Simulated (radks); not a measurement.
Isoelectronic series with 35 electrons, all held in the configuration [Ar] 3d10 4s2 4p5, which need not be the ground one along the series. All-electron calculation, scalar-relativistic Kohn-Sham, PBE, spin-polarised, spherical densities, finite nucleus; open shells are filled with parallel spins first (spin-orbit coupling, left out, can overturn this in heavy ions); Fermi nuclear charge, rms radius of each element as measured or else 0.836 A^(1/3) + 0.57 fm. Program: a radial shooting solver on a logarithmic mesh with Libxc functionals. Total energies (hartree) and mean radii <r> (bohr):

| ion | E (hartree) | 4p down | 4p up | 4s down | 4s up |
|---|---|---|---|---|---|
| Br | -2606.39915 | 2.119 | 2.094 | 1.675 | 1.675 |
| Sr3+ | -3177.26058 | 1.495 | 1.490 | 1.325 | 1.325 |
| Nb6+ | -3810.92515 | 1.200 | 1.198 | 1.105 | 1.105 |
| Ru9+ | -4507.92537 | 1.013 | 1.012 | 0.9524 | 0.9521 |
| Ag12+ | -5269.03659 | 0.8812 | 0.8804 | 0.8385 | 0.8383 |
| Sn15+ | -6095.18178 | 0.7814 | 0.7809 | 0.7496 | 0.7495 |
| I18+ | -6987.42540 | 0.7028 | 0.7024 | 0.6780 | 0.6779 |
| Ba21+ | -7946.9627 | 0.6389 | 0.6386 | 0.6188 | 0.6187 |
| Pr24+ | -8975.1298 | 0.5858 | 0.5856 | 0.5689 | 0.5688 |
